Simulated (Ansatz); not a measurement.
Basis-set extrapolation for C₂H₄BN, SMILES `C#CBN` (PBE0-D4/def2-TZVP geometry, frozen core, Ansatz). Multiplicity 1, RHF reference.

```csv
,def2-TZVPP,def2-QZVPP
HF,-157.254180,-157.261271
MP2 correlation,-0.611230,-0.652110
CCSD(T) correlation,-0.664905,not run
```

Energies in hartree. Use E(X) = E(∞) + A·exp(−7.88·√X) for Hartree–Fock and E(X) = E(∞) + B·X^(−2.97) for correlation, with X = 3 and 4, and add CCSD(T) minus MP2 of the smaller set to the MP2 limit.

**Question.** What is the CCSD(T) energy at the basis-set limit?

**Answer.** HF limit: -157.261271 + (-0.007091) × 0.13774 = -157.26225. MP2 limit: -0.652110 + (-0.040880) × 0.74074 = -0.68239. Higher-order term: -0.664905 − (-0.611230) = -0.05367. Total: -157.99831 hartree, 49.7 kcal/mol below CCSD(T)/def2-TZVPP.
